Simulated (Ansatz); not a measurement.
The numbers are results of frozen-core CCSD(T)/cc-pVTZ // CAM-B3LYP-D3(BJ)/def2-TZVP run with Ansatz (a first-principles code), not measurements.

Ansatz 0.2 input:
```yaml
crystal:
  periodic: [false, false, false]
  atoms:
    - { symbol: N, position_ang: [-0.434123, -1.326632, -0.28624] }
    - { symbol: B, position_ang: [0.000004, -0.000008, -0.000094] }
    - { symbol: N, position_ang: [1.372589, 0.254476, 0.285288] }
    - { symbol: N, position_ang: [-0.938441, 1.072157, 0.0007] }
    - { symbol: H, position_ang: [-1.386678, -1.559899, -0.493368] }
    - { symbol: H, position_ang: [0.183933, -2.115619, -0.299689] }
    - { symbol: H, position_ang: [2.072396, -0.462959, 0.300424] }
    - { symbol: H, position_ang: [1.729528, 1.167177, 0.495621] }
    - { symbol: H, position_ang: [-0.685625, 2.022872, 0.192772] }
    - { symbol: H, position_ang: [-1.913584, 0.948434, -0.195418] }
basis:
  gaussian: { orbitals: cc-pVTZ }
correlation:
  method: ccsd_t
```

Output:

```
Functional definition: HF
1171 factors; integrals over basis functions are off by at most 1.2e-3 eV
mean field evaluation 1: about -5212.1243 eV, gradient 5.1e1 eV
mean field evaluation 2: about -5212.1273 eV, gradient 5.1e1 eV
mean field evaluation 4: about -5217.2519 eV, gradient 3.0e0 eV
mean field evaluation 8: about -5217.2854 eV, gradient 5.1e-2 eV
mean field evaluation 16: about -5217.2825 eV, gradient 3.2e-1 eV
mean field -5217.28545931 eV, -191.7317042267 hartree, gradient 4.7e-6 eV, S^2 0.000000; 0 other end points of the search recorded, 0 dependent functions left out
4 core orbitals not correlated
reference -5217.28545931 eV, -191.7317042267 hartree; 12, 12 occupied and 188, 188 virtual orbitals, 1171 factors
second order -20.24848254 eV of doubles, -0.00000000 eV of singles
cycle   1  -20.51567829 eV  change   -2.7e-1 eV  update   7.5e-2
cycle   2  -20.91390486 eV  change   -4.0e-1 eV  update   2.1e-2
cycle   3  -20.98470848 eV  change   -7.1e-2 eV  update   9.4e-3
cycle   4  -20.97689071 eV  change    7.8e-3 eV  update   2.1e-3
cycle   5  -20.97773834 eV  change   -8.5e-4 eV  update   8.7e-4
cycle   6  -20.97764384 eV  change    9.4e-5 eV  update   2.0e-4
cycle   7  -20.97752221 eV  change    1.2e-4 eV  update   6.2e-5
cycle   8  -20.97750291 eV  change    1.9e-5 eV  update   2.0e-5
perturbative correction -0.78409206 eV, -0.0288148517 hartree
Total energy: -5239.04705428 eV, -192.5314280911 hartree
```

Cost: very roughly 2.5 core-minutes.
